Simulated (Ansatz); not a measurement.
A nudged elastic band was laid between two geometries of BF2H + FH (6 atoms, charge 0, multiplicity 1).

These are results of Ansatz, RKS PBE-D4/def2-SVP, not measurements.

- movable images: 7
- climbing image: yes
- spring: 5.0 eV/Å²
- optimiser: quadratic models (default)
- start path: through a guess of the saddle point
- force threshold: 0.03 eV/Å
- iteration limit: 60
- end points: relaxed

First end point:

```xyz
6
Properties=species:S:1:pos:R:3
B -0.001 0.238 0.004
H -0.004 0.613 1.162
F 1.138 0.181 -0.679
F -1.144 0.121 -0.664
F 0.059 -1.885 0.747
H 0.058 -1.670 1.660
```

Last end point:

```xyz
6
Properties=species:S:1:pos:R:3
B 0.016 -0.515 -0.521
H 0.010 0.215 2.186
F 1.144 0.155 -0.695
F -1.147 0.097 -0.679
F 0.050 -1.803 -0.216
H 0.034 -0.552 2.155
```

(1) Which bonds break or form, and what moves?

(2) Give the energies along the band, and the barrier.

(3) What is the geometry of the highest image?

(4) What are the harmonic wavenumbers there?

Answers

(1) Bonds broken: B1–H2, F5–H6. Bonds formed: B1–F5, H2–H6. BF2H + FH becomes BF3 + H2.

(2) The forces met the threshold. The highest image is number 3 of 0 to 8, 10.8 kcal/mol above the first end and 39.9 kcal/mol above the last; the last end lies 29.1 kcal/mol below the first. A vibrational analysis at the climbing image gives one clearly imaginary mode, 980i cm⁻¹: a first-order saddle point. The orbitals stay closed-shell, which can raise the energy where a bond breaks towards radicals; this wasn't checked here.

```tsv
image	path coordinate (Å)	energy (kcal/mol)	B1–H2 (Å)	F5–H6 (Å)	B1–F5 (Å)
0	0.00	0.0	1.22	0.94	2.25
1	0.37	0.5	1.22	0.94	2.16
2	0.74	3.9	1.25	0.97	1.93
3	1.11	10.8	1.35	1.15	1.64
4	1.46	-3.5	1.54	1.48	1.45
5	1.82	-20.7	1.84	1.84	1.35
6	2.17	-27.0	2.15	2.19	1.33
7	2.52	-28.8	2.46	2.50	1.33
8	2.88	-29.1	2.80	2.68	1.32
```

(3) 
```xyz
6
Properties=species:S:1:pos:R:3:forces:R:3
B 0.010 -0.169 0.057 0.00 0.00 0.00
H 0.008 0.196 1.355 0.00 0.00 0.00
F 1.159 0.130 -0.554 0.00 0.00 0.00
F -1.158 0.074 -0.541 0.00 0.00 0.00
F 0.051 -1.729 0.557 0.00 0.00 0.00
H 0.035 -0.905 1.357 0.00 0.00 0.00
```

(4) 980i, 316, 389, 536, 715, 960, 1083, 1125, 1362, 1426, 1918, 2175 cm⁻¹.

Run time: 3.8 min on 1 thread of Arm Neoverse V2 (shared host), peak memory 0.11 GiB.
